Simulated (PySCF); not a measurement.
Computed shifts of a molecule H9NSi3, PBE/pcSseg-1 in PySCF, GIAO, gas phase, atoms alike by connectivity averaged where their shifts nearly agree, in ppm (number of nuclei): ²⁹Si: -42.6 (1), -50.3 (1), -111.7 (1). ¹⁵N: 3.2 (1). ¹H: 5.55 (2), 5.16 (3), 3.97 (3), -0.54 (1). References: ²⁹Si against TMS (σ = 335.4 ppm); ¹⁵N against NH3 (σ = 267.0 ppm); ¹H against TMS (σ = 31.49 ppm), references at their B3LYP-D3(BJ)/def2-TZVP geometries, non-relativistic. Coordinates come from a PBE0-D3(BJ)/def2-SVP optimisation. One conformer was computed; it need not be the lowest.

Q: Which structure fits?
(A) N[SiH2][SiH2][SiH3]
(B) [SiH3]N([SiH3])[SiH3]
(C) N[SiH]([SiH3])[SiH3]
(D) [SiH3]N[SiH2][SiH3]

A: D, [SiH3]N[SiH2][SiH3]
